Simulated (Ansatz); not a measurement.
`[F][SbH][SiH3]` + HCl → `[SiH3][SbH][Cl]` + H–F at 700 K and 1 bar (ligand exchange at the Sb–F bond).

Computed with Ansatz on PBE0-D4/def2-TZVP structures; ΔE is electronic, products minus reactants. CCSD(T)/CBS adds triple-zeta CCSD(T) − MP2 to the extrapolated MP2 energy (def2 sets, frozen cores). This one scheme is used for every species. Elements past krypton have def2 core potentials. For Sb outer-core shells are correlated without core-valence functions, which leaves a few kJ/mol of doubt a bond.

```tsv
species	CCSD(T)/CBS energy (Eh)	H − E (kJ/mol)	S (J/(mol·K))
`[F][SbH][SiH3]`	-631.30007	148.2	421.5
HCl	-460.38127	38.4	211.8
`[SiH3][SbH][Cl]`	-991.30233	147.8	433.4
H–F	-100.39570	45.2	198.5
```

H − E and S are ideal-gas, rigid-rotor, harmonic terms from PBE0-D4/def2-TZVP, for one conformer and one mirror image of each species. 1 Eh = 2625.50 kJ/mol, R = 8.31446 J/(mol·K).

By hand: ΔE, ΔH, ΔS and ΔG.

ΔE = (-991.30233) + (-100.39570) − (-631.30007) − (-460.38127) = -0.01669 Eh = -43.8 kJ/mol. Δ(H − E) = 147.8 + 45.2 − 148.2 − 38.4 = 6.4, so ΔH = -37.4 kJ/mol. ΔS = 433.4 + 198.5 − 421.5 − 211.8 = -1.4 J/(mol·K). ΔG = -37.4 − 700 × (-1.4)/1000 = -36.4 kJ/mol.

By hand: the equilibrium constant, and the temperature at which ΔG would vanish if ΔH and ΔS stayed fixed.

log₁₀ K = −ΔG/(RT ln 10) = 2.7. ΔG = 0 at ΔH/ΔS = 26714 K, far beyond where these terms or the molecules hold.

The number of gas molecules stays the same, so ΔS is small and ΔH decides. A doubt of 5 kJ/mol in ΔE shifts log₁₀ K by 0.4 here. Other conformers and mirror images would add mixing entropy, several J/(mol·K) or more a flexible species. These are equilibria of isolated gas molecules and say nothing of rates. Largest T1 diagnostic: 0.014 (customary marks: 0.02 for closed shells, 0.045 for open ones).
